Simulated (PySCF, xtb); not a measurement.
CH7GeNOSi, SMILES [OH][Ge@@H]1[CH2]N[SiH2]1. The values are those of a single conformer.

Harmonic wavenumbers (cm⁻¹) from GFN2-xTB in xtb 6.7.1 at its own minimum, in rising order: 103, 125, 166, 190, 317, 377, 386, 429, 467, 519, 529, 605, 624, 670, 713, 766, 790, 870, 1065, 1126, 1142, 1306, 1481, 1616, 2159, 2236, 2891, 2928, 3447, 3656.

Question: What does PBE-D3(BJ)/def2-SVP run with PySCF 2.14.0 give at its own minimum? (Estimate from the structure and the level; the computed values follow.)

Answer: 71, 138, 155, 190, 325, 368, 389, 424, 554, 612, 639, 658, 703, 730, 779, 799, 889, 963, 1051, 1114, 1128, 1282, 1432, 2016, 2098, 2112, 2929, 2979, 3501, 3735. Paired by order, the mean absolute difference is 59 cm⁻¹ and the zero-point energies are 48.2 and 49.7 kcal/mol.
